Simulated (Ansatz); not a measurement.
Job for Ansatz (a first-principles code): R-MP2/aug-cc-pV(T+d)Z on ClH3Si (SMILES [SiH3]Cl) with ghost functions, monomers drawn apart or pushed together. Files ending in .json are basis or fitting sets from the Basis Set Exchange.

Ansatz 0.2 input:
```yaml
crystal:
  periodic: [false, false, false]
  atoms:
    - {symbol: Si, position_ang: [-0.10600762, 0.81970918, 6.66638612]}
    - {symbol: Cl, position_ang: [1.84482362, 0.95613943, 5.95134588]}
    - {symbol: H, position_ang: [-0.57831679, -0.55603791, 6.43364330]}
    - {symbol: H, position_ang: [-0.92611207, 1.79978137, 5.93364556]}
    - {symbol: H, position_ang: [-0.06532643, 1.13151681, 8.10712623]}
basis:
  gaussian:
    orbitals: aug-cc-pV_T+d_Z.json
    ghost_atoms:
      - {symbol: Cl, position_ang: [-0.31354082, -0.41778547, 0.96919564]}
      - {symbol: H, position_ang: [0.58980264, -0.10066379, 1.83216286]}
magnetization: {spin_polarized: false}
correlation: {method: mp2, electrons: outside_noble_gas}
scf: {lower_state_search: off}
```

The log:

```
Functional definition: HF
[...]
these checks for a lower state are left out or cut short: stability, starts, cluster_reference, orbital_swaps, neighbouring_geometries, increment
integrals: 0.61 GiB planned
1457 factors; integrals over basis functions are off by at most 1.4e-3 eV
mean field: 0.76 GiB planned
mean field evaluation 1: about -20414.8387 eV, gradient 1.3e1 eV
mean field evaluation 2: about -20414.9191 eV, gradient 1.3e1 eV
mean field evaluation 4: about -20415.6841 eV, gradient 1.7e0 eV
mean field evaluation 8: about -20415.6966 eV, gradient 2.6e-4 eV
mean field -20415.69660188 eV, -750.2630118631 hartree, gradient 1.1e-6 eV, S^2 0.000000; 0 other end points of the search recorded, 0 dependent functions left out
10 core orbitals not correlated
reference -20415.69660188 eV, -750.2630118631 hartree; 7, 7 occupied and 240, 240 virtual orbitals, 1457 factors
second order -8.88416834 eV of doubles, -0.00000000 eV of singles
Total energy: -20424.58077023 eV, -750.5894990278 hartree
Checks for a lower state left out: stability, starts, cluster_reference, orbital_swaps, neighbouring_geometries, increment
```

The run converged.

Cost: around 7 core-seconds (rough).
